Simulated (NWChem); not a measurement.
Atomisation of HBF2Se

SMILES: FB(F)[SeH]
```xyz
5

B     -0.1898     0.9441     0.0000
F     -1.4354     1.3722     0.0000
F      0.7796     1.8364     0.0000
Se     0.1541    -0.9650     0.0000
H      1.6124    -0.7872     0.0000
```
Charge 0, spin multiplicity 1.

Everything below was run with NWChem. The geometry was optimised at PBE0/def2-SVP, a minimum by its harmonic frequencies. It is one conformer; others weren't searched.

Basis set: def2-TZVP. The atomisation energy is electronic alone: no zero-point, thermal, spin-orbit or counterpoise terms. No value is extrapolated to the basis-set limit. Free atoms are single determinants with multiplicities B 2, F 2, Se 3, H 2. Correlated methods freeze the same cores in atoms and molecule, 12 orbitals in all.

The cost column gives rough processor time relative to HF; each entry includes its own SCF. Costs are the molecule's.

The Hamiltonian is non-relativistic. B3LYP has NWChem's definition, with VWN1-RPA local correlation. GW and range-separated runs recompute their integrals, the others keep them in memory, which bears on the times. The structure started from a generated list of species. No SCF solution was tested for a lower state. Open-shell Hartree-Fock references start from PBE0 orbitals; any time given for them includes that run.

```
method                        atomisation energy (kcal/mol)  relative cost
----------------------------  -----------------------------  -------------
MP2                                                   478.0              3
B3LYP                                            (withheld)        under 3
PBE0                                                  470.3        under 3
HF                                                    348.8              1
LC-wPBE (omega 0.3 per bohr)                          475.9             20
BHandHLYP                                        (withheld)        under 3
PBE                                                   484.4        under 3
TPSS                                             (withheld)        under 3
```

Q: Fill in the missing entries.

A: 
- B3LYP, atomisation energy (kcal/mol): 466.2
- BHandHLYP, atomisation energy (kcal/mol): 448.1
- TPSS, atomisation energy (kcal/mol): 471.2
